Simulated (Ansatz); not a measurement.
Geometry optimisation, UKS PBE0-D4/STO-3G in Ansatz 0.2.0.

Input file:

```yaml
crystal:
  periodic: [false, false, false]
  atoms:
    - { symbol: O, position_ang: [-1.17, 1.3353, 0.9425] }
    - { symbol: Si, position_ang: [0.1874, 0.5984, 0.3353] }
    - { symbol: Al, position_ang: [0.3692, -1.5293, 1.3142] }
    - { symbol: C, position_ang: [0.1454, 0.4233, -1.5213] }
    - { symbol: F, position_ang: [-0.0438, 1.6522, -2.1188] }
    - { symbol: H, position_ang: [-1.9661, 0.8045, 0.6607] }
    - { symbol: H, position_ang: [-1.10843, -1.13322, 1.13717] }
    - { symbol: H, position_ang: [0.4539, -2.8196, 0.4025] }
    - { symbol: H, position_ang: [0.5312, -1.6475, 2.9566] }
    - { symbol: H, position_ang: [-0.8166, -0.198, -1.747] }
    - { symbol: H, position_ang: [0.9748, -0.0887, -1.8765] }
magnetization:
  spin_polarized: true
basis:
  gaussian: { orbitals: STO-3G }
hamiltonian:
  xc: pbe0
  dispersion: d4
relax:
  f_tol: 0.02
  max_steps: 50
output:
  orbitals: {}
```

Run as:

```bash
$ ansatz run input.yaml --threads 1 --pin off --max-ram 2048MiB --backend cpu --events-out ev --progress --plain --runs-dir out
```

Problem. Where does it end, and by what steps?

Solution. The run converged. Limits of this set-up: minimal basis. After 24 steps the energy has fallen by 2.880 eV; H6 moved furthest, 1.76 Å.

| step | energy less start (eV) | largest force component (eV/Å) | accepted |
| --- | --- | --- | --- |
| 0 | 0.0000 | 5.396 | yes |
| 1 | -1.3987 | 1.289 | yes |
| 2 | -1.7542 | 0.826 | yes |
| 3 | -1.9534 | 1.301 | yes |
| 4 | -2.1226 | 0.996 | yes |
| 5 | -2.2505 | 0.777 | yes |
| 6 | -2.3536 | 0.334 | yes |
| 7 | -2.3940 | 0.430 | yes |
| 8 | -2.5081 | 0.649 | yes |
| 9 | -2.6507 | 0.815 | yes |
| 10 | -2.7067 | 0.671 | yes |
| 11 | -2.7626 | 0.841 | yes |
| 12 | -2.7862 | 0.477 | yes |
| 13 | -2.8085 | 0.377 | yes |
| 14 | -2.8248 | 0.235 | yes |
| 15 | -2.8376 | 0.174 | yes |
| 16 | -2.8453 | 0.265 | yes |
| 17 | -2.8482 | 0.422 | yes |
| 18 | -2.8725 | 0.147 | yes |
| 19 | -2.8690 | 0.217 | no |
| 20 | -2.8771 | 0.085 | yes |
| 21 | -2.8783 | 0.109 | yes |
| 22 | -2.8791 | 0.100 | yes |
| 23 | -2.8802 | 0.034 | yes |
| 24 | -2.8803 | 0.011 | yes |

```xyz
11
Properties=species:S:1:pos:R:3
O -0.857 1.490 0.789
Si -0.244 0.019 0.368
Al 0.103 -2.019 1.592
C -0.187 0.484 -1.516
F -0.685 1.826 -1.583
H -0.918 1.965 -0.146
H -1.258 -2.582 1.257
H 1.273 -2.579 0.830
H 0.323 -1.505 2.986
H -0.827 -0.165 -2.148
H 0.835 0.463 -1.945
```

Whether the end is a true minimum wasn't checked by a vibrational analysis.

Run time: 120 s on 1 thread of Arm Neoverse V1 (shared host), peak memory 0.2 GiB.
